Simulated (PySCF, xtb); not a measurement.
GaH3S3, SMILES [Ga]([SH])([SH])[SH].

GFN2-xTB (xtb 6.7.1) at its own geometry gives an orbital gap of 3.17 eV and a dipole moment of 2.08 D.

Coordinates come from a PBE-D3(BJ)/def2-SVP optimisation. The structure was generated by enumeration; whether it is a known compound was not checked. Other conformers were not sampled.

Task: What does B3LYP/def2-TZVP run with PySCF give? (Estimate from the structure and the level; the computed values follow.)

Result: gap 5.95 eV (levels -7.38 and -1.43 eV), dipole 1.49 D.
